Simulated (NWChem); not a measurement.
# Atomisation of AuCl

```xyz
2

Au     0.0000     0.0000    -0.3990
Cl     0.0000     0.0000     1.8540
```
Charge 0, spin multiplicity 1.

Everything below was run with NWChem. All single points use one geometry, from PBE0/def2-SVP with def2 effective core potentials on Au, a minimum by its harmonic frequencies.

Basis set: def2-TZVP. The atomisation energy is electronic alone: no zero-point, thermal, spin-orbit or counterpoise terms. No value is extrapolated to the basis-set limit. Free atoms are single determinants with multiplicities Au 2, Cl 2. Correlated methods freeze the same cores in atoms and molecule, 9 orbitals in all.

Effective core potentials replace the inner electrons of Au; spin-orbit coupling is left out. B3LYP has NWChem's definition, with VWN1-RPA local correlation. The structure started from a generated list of species. The stability of the SCF solutions was not checked. Open-shell Hartree-Fock references start from PBE0 orbitals. No row is a measurement; the coupled-cluster row has its own basis-set and correlation limits.

```json
[
 {"method": "B3LYP", "atomisation energy (kcal/mol)": "?"},
 {"method": "LC-wPBE (omega 0.3 per bohr)", "atomisation energy (kcal/mol)": "?"},
 {"method": "CAM-B3LYP", "atomisation energy (kcal/mol)": "62.1"},
 {"method": "HF", "atomisation energy (kcal/mol)": "?"},
 {"method": "MP2", "atomisation energy (kcal/mol)": "64.9"},
 {"method": "PBE0", "atomisation energy (kcal/mol)": "64.9"},
 {"method": "CCSD(T)", "atomisation energy (kcal/mol)": "62.2"},
 {"method": "BHandHLYP", "atomisation energy (kcal/mol)": "56.9"}
]
```

**Question.** Some entries are withheld; supply them.

**Answer.** 
- B3LYP, atomisation energy (kcal/mol): 61.1
- LC-wPBE (omega 0.3 per bohr), atomisation energy (kcal/mol): 65.4
- HF, atomisation energy (kcal/mol): 37.4
